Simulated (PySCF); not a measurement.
Compound: Sn(vinyl)(NHMe)3, C₅H₁₅N₃Sn.
Cartesian coordinates in Å at the PBE0-D3(BJ)/def2-SVP level; atoms count from 1:
```
atom  x, y, z in Å
Sn1   -0.0293    0.1789    0.3253
C2    -0.2231    0.4084    2.4276
C3     0.8823    0.4761    3.1752
H4    -1.2104    0.4681    2.8995
H5     1.8781    0.4160    2.7195
H6     0.8430    0.5927    4.2653
N7     1.9561    0.1646   -0.1303
C8     2.5657   -0.9322   -0.8422
H9     2.3471    1.0693   -0.3737
H10    3.6203   -1.0806   -0.5434
H11    2.0386   -1.8703   -0.6041
H12    2.5507   -0.8363   -1.9474
N13   -0.8544    1.7435   -0.6749
C14   -2.1983    2.1953   -0.4002
H15   -0.6247    1.7743   -1.6638
H16   -3.0065    1.5648   -0.8236
H17   -2.3661    2.2370    0.6889
H18   -2.3556    3.2233   -0.7734
N19   -0.8849   -1.5702   -0.2620
C20   -1.0402   -1.9031   -1.6559
H21   -0.7341   -2.3756    0.3366
H22   -1.8924   -2.5882   -1.8184
H23   -1.2674   -0.9895   -2.2311
H24   -0.1519   -2.3668   -2.1336
```

Level of theory: TDDFT B3LYP/def2-SVPD, vertical, gas phase, core orbitals frozen in the response, def2 core potentials past Kr in PySCF. Spin–orbit coupling is left out.

Kohn–Sham orbitals with the atoms that hold most of them (Löwdin shares over 4%, at most four atoms; ? is withheld):

```
orbital  ε (eV)                            atoms
 LUMO+2    0.64  C14 15%, Sn1 10%, H16 7%, C3 7%
 LUMO+1   -0.25   Sn1 27%, N19 8%, N13 7%, N7 7%
   LUMO   -0.61    C3 37%, C2 33%, Sn1 8%, H6 5%
   HOMO       ?                                ?
 HOMO-1   -6.19                                ?
 HOMO-2   -6.31  N19 33%, N7 25%, C20 7%, N13 7%
 HOMO-3   -7.77                   C2 40%, C3 39%
```

Q: Which atoms hold the HOMO-1, and with what shares?

A: N13 (bonded to C, Sn and H) 55%; C14 (bonded to N and 3 H) 12%; N19 (bonded to C, Sn and H) 8%; H16 (bonded to C) 5%. By element: nitrogen 63% or more, carbon 12% or more, hydrogen 5% or more.

Q: Give the leading atoms of the HOMO.

A: N7 (bonded to C, Sn and H) 39%; N19 (bonded to C, Sn and H) 25%; C8 (bonded to N and 3 H) 8%; C20 (bonded to N and 3 H) 5%. By element: nitrogen 64% or more, carbon 13% or more.

Q: What is the HOMO energy, and the HOMO–LUMO gap?

A: ε(HOMO) = -5.92 eV; the gap is 5.31 eV (0.1952 hartree).

Q: How does S1 compare with the orbital gap of 5.31 eV?

A: S1 is at 4.53 eV (f = 0.0027), 0.78 eV below the gap, made of HOMO→LUMO (98%). 

Q: Give energy, strength and leading configuration of S1, S4, S5 and S6, and follow the Löwdin shares of the leading atoms from the occupied to the empty orbital.

A: 
- S1 (4.53 eV, f 0.0027), HOMO→LUMO (98%): N7 39% → at most 5%, N19 25% → at most 5%, C3 at most 5% → 37%, C2 at most 5% → 33%
- S4 (4.90 eV, f 0.0040), HOMO-2→LUMO (90%): N19 33% → at most 5%, N7 25% → at most 5%, C3 at most 7% → 37%, C2 at most 7% → 33%
- S5 (5.05 eV, f 0.025), HOMO-1→LUMO+1 (77%): N13 55% → 7%, C14 12% → at most 7%, Sn1 at most 6% → 27%, N19 8% → 8%
- S6 (5.09 eV, f 0.011), HOMO-2→LUMO+1 (86%): N19 33% → 8%, N7 25% → 7%, Sn1 at most 7% → 27%

Löwdin shares depend on the basis, the more so with diffuse functions.

One conformer stands for the species.
